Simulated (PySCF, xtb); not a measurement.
CH₃BrZn, SMILES [CH3][Zn][Br].

Harmonic wavenumbers (cm⁻¹) from xtb with GFN2-xTB at its own minimum, in rising order: 43, 43, 207, 444, 671, 671, 1300, 1481, 1482, 3058, 3059, 3065.

Question: What does PySCF 2.14.0 with B3LYP-D3(BJ)/def2-SVP give at its own minimum? (The exact figures need the calculation; the answer reports its results.)

Answer: 104, 104, 282, 569, 701, 701, 1197, 1431, 1431, 3037, 3137, 3137. Paired by order, the mean absolute difference is 63 cm⁻¹ and the zero-point energies are 22.2 and 22.6 kcal/mol.
